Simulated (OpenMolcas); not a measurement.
Ta3+ (d2) in a complex was computed by SS-CASPT2, IPEA 0.25 Eh, imaginary shift 0.1 Eh with the d shell active (OpenMolcas, ANO-RCC-VTZP on the metal). Its lowest spin-free states, and all those of the highest spin:

```
2S+1  Degeneracy  E (cm-1)
   3           1         0
   1           2      6140
   3           3      7450
   3           3     11110
   1           1     11860
   1           3     13290
   1           3     14990
   3           3     16910
   1           2     20130
   1           3     22380
   1           1     29890
```

**Question.** Is the site octahedral, tetrahedral or cube-like, axial, or of lower symmetry?

**Answer.** The states with 2S+1 = 3 have orbital degeneracies 1, 3, 3, 3. Threefold states need a cubic site. For d2 at this spin an octahedron puts the threefold T1 below the threefold T2 and a tetrahedron or cube puts the single A2 below the threefold T2, so the site is a tetrahedron or a cube, which this pattern cannot tell apart. The first gap at this spin, 7450 cm-1, is |10Dq| in ligand-field theory. The run had Ta3+ with 4 ligands (chloride) in tetrahedral coordination (Td) at 2.35 Å. A charge of +0.25 e stands 3.2 Å behind each ligand. Ligand basis ANO-RCC-VDZP.

Roots that are degenerate in the reference are averaged as groups; the widest CASPT2 spread within a group is 420 cm-1 (the 3-fold group of multiplicity 1 near 15000 cm-1 above the lowest state of its run). Shifts and gaps below about the spread of the groups concerned are not significant. Over all roots computed the reference weight is 0.72 to 0.74; a low but even weight reflects the number of correlated electrons. The least metal-like active orbital is 73 % on the metal (Löwdin) and no ligand orbital is active, so the numbers are rough. Ligand-to-metal charge-transfer states are missing. These CASPT2 states fit no ligand-field parameters well, so their order and spin gaps are uncertain. With no ligand orbital active B as a rule stays too high, so bands that hang on it stand too high and its fall with covalency is understated. With one d shell and no ligand orbital active, 10Dq can be off by a tenth or more. No measured value stands beside these numbers; the geometry was imposed, not optimised, and the real ion may take another.
